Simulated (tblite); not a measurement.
C₇H₁₀F₃P.
Bonds: C1–C2, C2–C3 (double), C3–C4, C4–F5, C4–F6, C4–F7, C3–P8, P8–C9, P8–C10, C10–C11, C2–C11. Hydrogens: H12, H13, H14 on C1; H15, H16, H17 on C9; H18, H19 on C10; H20, H21 on C11.

Structure optimised with GFN2-xTB, isolated species.

**Question.** What internal coordinates does the optimisation give?

**Answer.** 
```csv
bond,length (Å),order
C1–C2,1.489,single
C2=C3,1.335,double
C3–C4,1.483,single
"C4–F5, C4–F7",1.345,single
C4–F6,1.352,single
C3–P8,1.834,single
P8–C9,1.857,single
P8–C10,1.871,single
C10–C11,1.532,single
C2–C11,1.501,single
"C1–H12, C1–H13, C1–H14",1.089,single
"C9–H15, C9–H16, C9–H17",1.088,single
"C10–H18, C10–H19",1.091,single
"C11–H20, C11–H21",1.093,single
```

Bonds in one row agree within 0.01 Å and their mean is given. Orders are formal, as drawn. A selection of angles:
```csv
angle,degrees
C2–C1–H12,110.0
C2–C1–H14,112.0
H12–C1–H13,107.8
H12–C1–H14,109.2
C1–C2–C3,126.7
C1–C2–C11,118.9
C3–C2–C11,114.5
C2–C3–C4,125.7
C2–C3–P8,116.2
C4–C3–P8,118.1
C3–C4–F5,111.5
C3–C4–F6,113.2
F5–C4–F6,105.9
C3–P8–C9,97.1
C3–P8–C10,88.0
C9–P8–C10,99.9
P8–C9–H15,108.5
P8–C9–H16,108.5
P8–C9–H17,111.6
H15–C9–H16,108.5
H15–C9–H17,110.0
P8–C10–C11,109.2
P8–C10–H18,106.8
P8–C10–H19,110.4
C11–C10–H18,110.0
C11–C10–H19,112.8
H18–C10–H19,107.6
C10–C11–H20,111.2
C2–C11–C10,108.5
C2–C11–H20,108.3
C2–C11–H21,110.6
H20–C11–H21,107.0
```

Torsions: C1–C2–C3–C4 1° (synperiplanar); C2–C3–C4–F5 179° (antiperiplanar); C2–C3–P8–C9 -91° (anticlinal); C3–P8–C10–C11 -16° (synperiplanar); P8–C10–C11–C2 20° (synperiplanar); C1–C2–C11–C10 166° (antiperiplanar). The mirror-image conformer, all signs reversed, is as good.

The C–P distances run from 1.834 Å (C3–P8, drawn single) to 1.871 Å (P8–C10, drawn single), a spread of 0.037 Å. P8 (phosphine phosphorus) is pyramidal (angles 99.9°, 97.1° and 88.0°, sum 285.0°, 0.97 Å off the plane of its three neighbours). Of the pairs four or more bonds apart, C4···H14 is among the closest relative to their van der Waals radii: 2.72 Å, 94 % of the sum of Bondi's values. The 5-membered ring C2–C3–P8–C10–C11 has internal angles of 88.0° to 116.2° (sum 536°, against 540° for a flat polygon); it is puckered, 0.09 Å rms from its mean plane, widest ring torsion 20°. The 5 C–C bonds span 1.335 Å (C2=C3, drawn double) to 1.532 Å (C10–C11, drawn single), a spread of 0.197 Å.

Point group: C1 (no symmetry element, even within 0.4 Å). Its GFN2-xTB frequencies are all real (lowest 36 cm⁻¹). The numbers are those of one conformer. 2 starts were optimised and ended at 0.00 and 0.58 kcal/mol (GFN2-xTB); the lowest of these is shown.

The run took 1.1 s of wall time on one thread of an Arm Neoverse V2, no GPU, shared host. These figures are those of the optimisation.

The numbers are calculated, not measured.
